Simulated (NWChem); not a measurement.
System: C2H5ClOSi; SMILES C[Si@H](Cl)C=O

Excerpt of the output:

```
             Northwest Computational Chemistry Package (NWChem) 7.3.0
             --------------------------------------------------------

                             Geometry "geometry" -> ""
                             -------------------------

 Output coordinates in angstroms (scale by  1.889725989 to convert to a.u.)

  No.       Tag          Charge          X              Y              Z
 ---- ---------------- ---------- -------------- -------------- --------------
    1 C                    6.0000     2.02043000    -0.00826600    -0.26208200
    2 Si                  14.0000     0.26212800    -0.08583800     0.34325400
    3 Cl                  17.0000    -0.68867600    -1.82758800    -0.27169900
    4 C                    6.0000    -0.70925500     1.41628500    -0.38009200
    5 O                    8.0000    -0.18515300     2.50354200    -0.36728900
    6 H                    1.0000     2.07014300    -0.20630600    -1.34315600
    7 H                    1.0000     2.40638700     1.00674300    -0.07641100
    8 H                    1.0000     2.66072700    -0.73482400     0.25904000
    9 H                    1.0000     0.17094400    -0.01280100     1.83010000
   10 H                    1.0000    -1.74696400     1.28536800    -0.79642300

 Effective nuclear repulsion energy (a.u.)     269.7218200915

                              NWChem Property Module
                              ----------------------

  itol2e modified to match energy
  convergence criterion.

                                 NWChem DFT Module
                                 -----------------

 Summary of "ao basis" -> "ao basis" (spherical)
 ------------------------------------------------------------------------------
       Tag                 Description            Shells   Functions and Types
 ---------------- ------------------------------  ------  ---------------------
 C                          pcsseg-1                 7       17   3s3p1d
 Si                         pcsseg-1                10       24   4s5p1d
 Cl                         pcsseg-1                10       24   4s5p1d
 O                          pcsseg-1                 7       17   3s3p1d
 H                          pcsseg-1                 3        5   2s1p

  itol2e modified to match energy
  convergence criterion.

            General Information
            -------------------
          SCF calculation type: DFT
          Wavefunction type:  closed shell.
          No. of atoms     :    10
          No. of electrons :    56
           Alpha electrons :    28
            Beta electrons :    28
          Charge           :     0
          Spin multiplicity:     1
          Use of symmetry is: off; symmetry adaption is: off
          Maximum number of iterations: 150
          AO basis - number of functions:   124
                     number of shells:    56
          Convergence on energy requested:  1.00D-07
          Convergence on density requested:  1.00D-05
          Convergence on gradient requested:  5.00D-04

              XC Information
              --------------
                         PBE0 Method XC Functional
                     Hartree-Fock (Exact) Exchange  0.250
          PerdewBurkeErnzerhof Exchange Functional  0.750
            Perdew 1991 LDA Correlation Functional  1.000 local
           PerdewBurkeErnz. Correlation Functional  1.000 non-local

             Grid Information
             ----------------
          Grid used for XC integration:  fine
          Radial quadrature: Mura-Knowles
          Angular quadrature: Lebedev.
          Tag              B.-S. Rad. Rad. Pts. Rad. Cut. Ang. Pts.
          ---              ---------- --------- --------- ---------
          C                   0.70       70          11.0       590
          Si                  1.10      123          10.0       770
          Cl                  1.00      123          12.0       770
          O                   0.60       70          12.0       590
          H                   0.35       60          13.0       590
          Grid pruning is: on
          Number of quadrature shells:   756
          Spatial weights used:  Erf1

      Superposition of Atomic Density Guess
      -------------------------------------

 Sum of atomic energies:        -900.80127295

      Non-variational initial energy
      ------------------------------

 Total energy =    -902.810645
 1-e energy   =   -1778.273197
 2-e energy   =     605.740732
 HOMO         =      -0.273974
 LUMO         =      -0.067532

   convergence    iter        energy       DeltaE   RMS-Dens  Diis-err
 ---------------- ----- ----------------- --------- --------- ---------
 d= 0,ls=0.0,diis     1   -903.5597277079 -1.17D+03  1.15D-02  1.20D+00
 d= 0,ls=0.0,diis     2   -903.2871585345  2.73D-01  8.26D-03  3.86D+00
 d= 0,ls=0.0,diis     3   -903.6723682537 -3.85D-01  1.66D-03  8.55D-02
 d= 0,ls=0.0,diis     4   -903.6784440596 -6.08D-03  8.45D-04  1.45D-02
 d= 0,ls=0.0,diis     5   -903.6802161922 -1.77D-03  1.05D-04  2.08D-04
  Resetting Diis
 d= 0,ls=0.0,diis     6   -903.6802402524 -2.41D-05  2.34D-05  1.42D-05
 d= 0,ls=0.0,diis     7   -903.6802416910 -1.44D-06  1.43D-05  1.36D-06
 d= 0,ls=0.0,diis     8   -903.6802413917  2.99D-07  7.39D-06  4.73D-06
 d= 0,ls=0.0,diis     9   -903.6802418316 -4.40D-07  1.32D-06  6.46D-08
 d= 0,ls=0.0,diis    10   -903.6802418383 -6.77D-09  3.21D-07  1.52D-09

         Total DFT energy =     -903.680241838347
      One electron energy =    -1782.225513771118
           Coulomb energy =      678.827334624174
    Exchange-Corr. energy =      -70.003882782935
 Nuclear repulsion energy =      269.721820091531

 Numeric. integr. density =       56.000000877672

                       DFT Final Molecular Orbital Analysis
                       ------------------------------------

 Vector   26  Occ=2.000000D+00  E=-3.533921D-01
              MO Center= -5.7D-01, -1.4D+00, -2.3D-01, r^2= 2.6D+00
   Bfn.  Coefficient  Atom+Function         Bfn.  Coefficient  Atom+Function
  ----- ------------  ---------------      ----- ------------  ---------------
    55      0.373395   3 Cl px               57      0.316183   3 Cl pz
    58      0.313662   3 Cl px               60      0.261560   3 Cl pz
    56     -0.228364   3 Cl py               59     -0.192453   3 Cl py
    68      0.137164   4 C  s                89      0.107346   5 O  px
    92      0.101739   5 O  px               46     -0.097240   3 Cl px

 Vector   27  Occ=2.000000D+00  E=-3.340845D-01
              MO Center=  1.7D-02, -1.1D+00,  4.0D-02, r^2= 3.6D+00
   Bfn.  Coefficient  Atom+Function         Bfn.  Coefficient  Atom+Function
  ----- ------------  ---------------      ----- ------------  ---------------
    57      0.359538   3 Cl pz               60      0.310293   3 Cl pz
    55     -0.285290   3 Cl px               58     -0.246502   3 Cl px
   115     -0.213546   9 H  s                10     -0.179262   1 C  px
     7     -0.175127   1 C  px              116     -0.157299   9 H  s
    33     -0.138988   2 Si pz                3      0.132698   1 C  s

[...]

          -----------------------------------------
          Chemical Shielding Tensors (GIAO, in ppm)
          -----------------------------------------

                                NWChem CPHF Module
                                ------------------

  scftype          =     RHF
  nclosed          =       28
  nopen            =        0
  variables        =     2688
  # of vectors     =        3
  tolerance        = 0.10D-03
  level shift      = 0.00D+00
  max iterations   =       50
  max subspace     =       30

 SCF residual:    3.3809701146273149E-005

Iterative solution of linear equations
  No. of variables     2688
  No. of equations        3
  Maximum subspace       30
        Iterations       50
       Convergence  1.0D-04

   iter   nsub   residual    time
   ----  ------  --------  ---------
     1      3    1.18D+00      54.2
     2      6    2.24D-01      60.6
     3      9    1.02D-02      66.8
     4     12    1.25D-03      73.0
     5     15    5.86D-05      79.2

      Atom:    1  C
        Diamagnetic
    262.8143      0.3258     -2.4416
      0.3258    251.5437     -0.0258
     -2.4416     -0.0258    249.9944

        Paramagnetic
    -75.1742      5.2318     -2.4864
      5.2318    -62.9442      3.6358
     -2.4864      3.6358    -66.2144

        Total Shielding Tensor
    187.6402      5.5576     -4.9280
      5.5576    188.5995      3.6100
     -4.9280      3.6100    183.7800

           isotropic =     186.6732
          anisotropy =      10.6383

          Principal Components and Axis System
                 1           2           3
              193.7654    189.2089    177.0453

      1         0.7114     -0.4189      0.5644
      2         0.6957      0.5334     -0.4811
      3        -0.0995      0.7349      0.6708

      Atom:    2  Si
        Diamagnetic
    880.1956      2.0938      1.4045
      2.0938    885.0957      0.5062
      1.4045      0.5062    874.0948

        Paramagnetic
   -488.8292     37.0180    -33.9718
     37.0180   -492.6472     24.5584
    -33.9718     24.5584   -558.7479

        Total Shielding Tensor
    391.3664     39.1117    -32.5673
     39.1117    392.4485     25.0646
    -32.5673     25.0646    315.3469

           isotropic =     366.3872
          anisotropy =      97.3530

          Principal Components and Axis System
                 1           2           3
              431.2892    378.8086    289.0639

      1         0.7205      0.5632      0.4046
      2         0.6914     -0.6280     -0.3572
      3        -0.0529     -0.5371      0.8419

      Atom:    3  Cl
        Diamagnetic
   1147.7810      3.5004      1.0403
      3.5004   1152.5845      1.5056
      1.0403      1.5056   1145.1775

        Paramagnetic
   -145.2994     39.4543     10.9788
     39.4543   -167.1994     21.0157
     10.9788     21.0157   -199.1465

        Total Shielding Tensor
   1002.4816     42.9547     12.0191
     42.9547    985.3851     22.5214
     12.0191     22.5214    946.0310

           isotropic =     977.9659
          anisotropy =      98.2934

          Principal Components and Axis System
                 1           2           3
             1043.4948    955.8877    934.5151

      1         0.7349     -0.6528      0.1837
      2         0.6353      0.5678     -0.5235
      3         0.2374      0.5014      0.8320

      Atom:    4  C
        Diamagnetic
    252.3214      2.6205      4.9085
      2.6205    267.6067     -3.9300
      4.9085     -3.9300    240.9290

        Paramagnetic
   -370.6186    -52.5075    -81.8740
    -52.5075   -380.0447     20.0176
    -81.8740     20.0176   -195.5494

        Total Shielding Tensor
   -118.2972    -49.8870    -76.9655
    -49.8870   -112.4380     16.0875
    -76.9655     16.0875     45.3796

           isotropic =     -61.7852
          anisotropy =    -171.7945

          Principal Components and Axis System
                 1           2           3
             -176.3149    -90.8640     81.8233

      1         0.7939     -0.4655     -0.3912
      2         0.5609      0.8091      0.1753
      3         0.2349     -0.3585      0.9035

      Atom:    5  O
        Diamagnetic
    396.0969     10.6740     -2.2690
     10.6740    413.8422      1.6653
     -2.2690      1.6653    394.6408

        Paramagnetic
  -1066.8975   -540.8737   -349.7493
   -540.8737  -1782.1824    121.0500
   -349.7493    121.0500   -166.0590

        Total Shielding Tensor
   -670.8007   -530.1997   -352.0183
   -530.1997  -1368.3402    122.7153
   -352.0183    122.7153    228.5818

           isotropic =    -603.5197
          anisotropy =   -1578.9580

          Principal Components and Axis System
                 1           2           3
            -1656.1584   -556.7696    402.3688

      1         0.4827      0.7866     -0.3850
      2         0.8751     -0.4499      0.1780
      3         0.0332      0.4229      0.9056

      Atom:    6  H
        Diamagnetic
     27.9093     -0.0652     -4.1726
     -0.0652     23.7403      2.6660
     -4.1726      2.6660     37.4435

        Paramagnetic
      1.2397      0.7153      1.7475
      0.7153      3.7478     -1.1078
      1.7475     -1.1078     -1.2253

        Total Shielding Tensor
     29.1490      0.6501     -2.4251
      0.6501     27.4881      1.5582
     -2.4251      1.5582     36.2182

           isotropic =      30.9518
          anisotropy =       9.2920

          Principal Components and Axis System
                 1           2           3
               37.1465     29.0554     26.6534

      1        -0.2775      0.8382     -0.4695
      2         0.1348      0.5178      0.8448
      3         0.9512      0.1711     -0.2567

      Atom:    7  H
        Diamagnetic
     31.0675      6.0231      0.5997
      6.0231     35.7782      1.9230
      0.5997      1.9230     22.3323

        Paramagnetic
     -0.9124     -1.3856      0.0181
     -1.3856      0.2980     -0.6511
      0.0181     -0.6511      3.3781

        Total Shielding Tensor
     30.1551      4.6375      0.6178
      4.6375     36.0762      1.2719
      0.6178      1.2719     25.7104

           isotropic =      30.6472
          anisotropy =      12.1847

          Principal Components and Axis System
                 1           2           3
               38.7703     27.6160     25.5553

      1         0.4772      0.8785     -0.0222
      2         0.8722     -0.4766     -0.1103
      3         0.1075     -0.0332      0.9936

      Atom:    8  H
        Diamagnetic
     34.6794     -6.4383      4.2693
     -6.4383     29.4177     -4.3311
      4.2693     -4.3311     25.2550

        Paramagnetic
     -1.5851      2.9453     -1.4518
      2.9453      1.2197      1.6461
     -1.4518      1.6461      3.0493

        Total Shielding Tensor
     33.0943     -3.4930      2.8175
     -3.4930     30.6374     -2.6850
      2.8175     -2.6850     28.3043

           isotropic =      30.6787
          anisotropy =       9.8355

          Principal Components and Axis System
                 1           2           3
               37.2357     28.3169     26.4835

      1         0.7344      0.6653     -0.1341
      2        -0.5504      0.6994      0.4560
      3         0.3971     -0.2611      0.8798

      Atom:    9  H
        Diamagnetic
     21.6795      0.3381     -0.3707
      0.3381     23.0975      1.0191
     -0.3707      1.0191     37.0570

        Paramagnetic
      2.2112      1.0966     -0.5667
      1.0966      1.5660      1.1969
     -0.5667      1.1969     -6.3465

        Total Shielding Tensor
     23.8907      1.4346     -0.9373
      1.4346     24.6636      2.2159
     -0.9373      2.2159     30.7105

           isotropic =      26.4216
          anisotropy =       7.5622

          Principal Components and Axis System
                 1           2           3
               31.4630     25.5533     22.2485

      1        -0.0616      0.6974      0.7140
      2         0.2975      0.6957     -0.6538
      3         0.9527     -0.1722      0.2503

      Atom:   10  H
        Diamagnetic
     36.8089      0.9572      6.7872
      0.9572     26.0106     -0.2628
      6.7872     -0.2628     22.1008

        Paramagnetic
    -18.4690     -6.0173     -7.1126
     -6.0173     -6.1969     -1.5634
     -7.1126     -1.5634     -1.9944

        Total Shielding Tensor
     18.3398     -5.0601     -0.3253
     -5.0601     19.8138     -1.8261
     -0.3253     -1.8261     20.1064

           isotropic =      19.4200
          anisotropy =       7.6416

          Principal Components and Axis System
                 1           2           3
               24.5144     20.1096     13.6360

      1        -0.6023     -0.3419      0.7213
      2         0.7522      0.0593      0.6563
      3        -0.2672      0.9379      0.2215
```

Level: PBE0/pcSseg-1, GIAO. The geometry was optimised at PBE0/def2-SVP. The printed shielding anisotropy is the first printed principal value minus the mean of the other two.

Q: Which NWChem input produces such a log?

A: Several could match; the one computed here: the input that was run:
```
start job
memory heap 200 mb stack 900 mb global 1100 mb
geometry units angstroms noautosym nocenter noautoz
  C      2.020430    -0.008266    -0.262082
  Si     0.262128    -0.085838     0.343254
  Cl    -0.688676    -1.827588    -0.271699
  C     -0.709255     1.416285    -0.380092
  O     -0.185153     2.503542    -0.367289
  H      2.070143    -0.206306    -1.343156
  H      2.406387     1.006743    -0.076411
  H      2.660727    -0.734824     0.259040
  H      0.170944    -0.012801     1.830100
  H     -1.746964     1.285368    -0.796423
end
basis spherical
  * library pcsseg-1
end
dft
  xc pbe0
  iterations 150
end
property
  shielding
end
task dft property
```
